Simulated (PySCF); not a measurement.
Fill in the blanks.

Compound: C6H10O2.
Numbering: `[CH3:1][O:2][C@@H:3]1[CH:4]=[C:5]([CH3:6])[CH2:7][O:8]1` (hydrogens: H9, H10, H11 on C1; H12 on C3; H13 on C4; H14, H15, H16 on C6; H17, H18 on C7)

Cartesian coordinates in Å at the GFN2-xTB level; atoms count from 1:
```xyz
18
C6H10O2 angstrom
C      2.8315    1.0155   -0.4307
O      1.5030    0.8176   -0.8590
C      0.9347   -0.3789   -0.3961
C     -0.4477   -0.5035   -0.9706
C     -1.3434   -0.3515   -0.0067
C     -2.8267   -0.3443   -0.0822
C     -0.6196   -0.1679    1.2998
O      0.7498   -0.3879    1.0035
H      2.8900    1.0441    0.6609
H      3.4830    0.2151   -0.8026
H      3.1457    1.9707   -0.8456
H      1.6070   -1.2211   -0.6461
H     -0.6080   -0.6313   -2.0225
H     -3.2150    0.5932    0.3134
H     -3.2401   -1.1552    0.5163
H     -3.1561   -0.4593   -1.1107
H     -0.7727    0.8448    1.6993
H     -0.9242   -0.8939    2.0613
```

```json
{"property": "point group of the GFN2-xTB geometry", "level": "GFN2-xTB", "value": "?"}
{"property": "rotational constants A, B, C of the GFN2-xTB geometry", "level": "GFN2-xTB", "value": "5.159, 1.305, 1.151 GHz"}
{"property": "dipole moment", "level": "B3LYP/def2-SVPD", "value": "1.30 D"}
{"property": "HOMO energy", "level": "B3LYP/def2-SVPD", "value": "-7.07 eV"}
{"property": "LUMO energy", "level": "B3LYP/def2-SVPD", "value": "-0.02 eV"}
{"property": "lowest singlet excitation", "level": "TDDFT B3LYP/def2-SVPD", "value": "?"}
{"property": "strongest line among the 8 lowest singlet transitions", "level": "TDDFT B3LYP/def2-SVPD", "value": "S5 at 7.07 eV (175 nm, f = 0.109)"}
{"property": "lowest triplet excitation (Tamm–Dancoff)", "level": "TDA B3LYP/def2-SVPD", "value": "4.48 eV"}
{"property": "static isotropic polarisability", "level": "B3LYP/def2-SVPD", "value": "?"}
{"property": "electronic spatial extent ⟨r²⟩ about the centre of nuclear charge", "level": "B3LYP/def2-SVPD", "value": "1093 bohr²"}
```

Gas-phase values; electronic properties from PySCF, density fitting. Isolated species at its GFN2-xTB geometry (one conformer only).

(1) What is the lowest singlet excitation?

(2) The static isotropic polarisability?

(3) What is the point group of the GFN2-xTB geometry?

## Answers

(1) 6.36 eV (195 nm, f = 0.048).

(2) 80.0 au.

(3) C1.

The rotational constants make it an asymmetric top with κ = (2B − A − C)/(A − C) = -0.92, nearer the prolate limit (−1). The 8 singlets span 6.36 to 7.43 eV, and their oscillator strengths add up to 0.33.
